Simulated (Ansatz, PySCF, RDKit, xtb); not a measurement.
Pair of molecules: digermane (SMILES [GeH3][GeH3]) (first 8 atoms) with CH4 (SMILES C); geometry from B3LYP-D3(BJ)/def2-TZVP, rigid monomers moved along the line of their centres of mass till Ge1···C9 is 3.60 Å.
(charge 0, multiplicity 1):
```xyz
13

Ge    -0.1882    -1.4085     0.6535
Ge    -0.3699     0.9892     0.2595
H      0.1695    -2.1320    -0.6575
H     -1.5251    -1.9702     1.1695
H      0.9045    -1.7129     1.6910
H      1.0286     1.6173     0.1209
H     -1.1031     1.6820     1.4201
H     -1.1531     1.2549    -1.0389
C      0.3719     0.2786     3.7891
H     -0.6449     0.1820     3.4115
H      0.7842    -0.7108     3.9805
H      0.9869     0.7906     3.0503
H      0.3609     0.8552     4.7130
```

Counterpoise-corrected where a basis set is named; no monomer relaxation. Rows marked so take none. RDKit's UFF carries no charges.

Correlated levels freeze the cores. Filled d and f shells under p-block atoms count as core. Rows in 3-21G, 6-31G* carry no dispersion term and start afresh at each structure (6-31G* with six Cartesian d functions); the Pople sets are all-electron and without relativity. MP2/6-31G* freezes PySCF's default core, which leaves 3d correlated.

The values were computed with Ansatz (a program for electronic structure); PySCF for 3-21G rows, 6-31G* rows, the dispersion terms; RDKit for the force fields; xtb for the GFN methods. Values without a source in brackets are computed.

```tsv
level	interaction energy (kcal/mol)
UFF	-1.00
GFN2-xTB	-1.58
HF/6-31G*	3.43
HF/aug-cc-pVDZ	3.41
B3LYP/3-21G (no counterpoise)	0.63
B3LYP-D4/def2-TZVPPD	-0.13
wB97M-V/def2-TZVPPD	-0.49
MP2/6-31G* (no counterpoise)	0.77
CCSD(T)/aug-cc-pVDZ	?
```

Q: What belongs in the gaps?

A: 
- CCSD(T)/aug-cc-pVDZ, interaction energy (kcal/mol): 0.35
